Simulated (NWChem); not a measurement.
System: C$_{4}$H$_{5}$F; SMILES C=C(C=C)F

Here is an NWChem input.

```
start job
memory heap 200 mb stack 900 mb global 1100 mb
geometry units angstroms noautosym nocenter noautoz
  C      0.057356    -1.943551     0.000000
  C     -0.656607    -0.811792     0.000000
  C     -0.065579     0.518452     0.000000
  C     -0.732607     1.676872     0.000000
  F      1.271599     0.525809     0.000000
  H      1.149639    -1.919415     0.000000
  H     -0.431515    -2.919959     0.000000
  H     -1.750129    -0.839518     0.000000
  H     -1.822329     1.677846     0.000000
  H     -0.198127     2.627655     0.000000
end
basis spherical
  C library def2-svpd
  F library def2-svpd
  H library def2-svpd
end
dft
  xc slater vwn_5
  iterations 150
end
property
  response 1 0.0
end
task dft property
```

All runs use the structure optimised with PBE0/def2-SVP.

Static field.

**Question.** What results follow from this input? (LDA (Slater exchange, VWN5)/def2-SVPD.) Quantities: isotropic polarisability (bohr³); anisotropy (bohr³).

**Answer.** 
| Item | Value |
|---|---|
| isotropic polarisability (bohr³) | 56.8 |
| anisotropy (bohr³) | 47.0 |
